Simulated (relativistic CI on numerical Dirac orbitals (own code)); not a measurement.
Computed by Dirac-Coulomb-Breit CI, KLI orbitals optimised for each configuration, model QED (radiative potential, 1s self-energy scaled to tabulated hydrogen-like ionisation energies), unscaled Slater integrals (own radial code, finite nucleus).

Configurations in the expansion (outside the closed core [Ne]): 3s2 3p6 3d5, 3s2 3p5 3d6, 3s2 3p4 3d7, 3s 3p6 3d6, 3p6 3d7, 3s 3p5 3d7, 3s2 3p6 3d4 4s, 3s2 3p6 3d4 4p, 3s2 3p4 3d6 4s, 3s2 3p6 3d4 4d, 3s2 3p4 3d6 4p, 3s2 3p5 3d5 4s, 3s2 3p6 3d4 4f, 3s 3p5 3d6 4s, 3s2 3p5 3d5 4p, 3s 3p5 3d6 4p, 3p6 3d6 4s, 3s2 3p6 3d3 4s2, 3p6 3d6 4p, 3s2 3p6 3d3 4s 4p, 3s2 3p6 3d4 5s, 3p6 3d5 4s2. Levels of other configurations are missing.

At this charge energies of transitions that change n are usually good to better than 1 %, and those within a shell (Δn = 0) to a few per cent. Terms inside the open d or f shell come out 10 to 20 % too wide with unscaled integrals.

Outline of the computed level scheme of Sm XL. Lowest level of each configuration: 3s2 3p6 3d5 4P_5/2 at 0.000 eV; 3s2 3p5 3d6 6F°_11/2 at 267.787 eV.

Some strong electric-dipole decays among the lowest 45 levels: 3s2 3p5 3d6 4D°_7/2 → 3s2 3p6 3d5 4P_5/2 (5.7e+10 s⁻¹); 3s2 3p5 3d6 4P°_5/2 → 3s2 3p6 3d5 6S_5/2 (2.7e+09 s⁻¹); 3s2 3p5 3d6 6F°_11/2 → 3s2 3p6 3d5 4G_11/2 (2.7e+09 s⁻¹); 3s2 3p5 3d6 6F°_11/2 → 3s2 3p6 3d5 4G_9/2 (2.6e+09 s⁻¹); 3s2 3p5 3d6 6F°_9/2 → 3s2 3p6 3d5 4G_7/2 (2.4e+09 s⁻¹); 3s2 3p5 3d6 4F°_9/2 → 3s2 3p6 3d5 4G_7/2 (1.7e+09 s⁻¹); 3s2 3p5 3d6 4F°_9/2 → 3s2 3p6 3d5 4G_11/2 (1.5e+09 s⁻¹).

LS names give the leading component of a level, which can be under half, so a name can repeat, a term be missing and a line seem to break the LS rules.
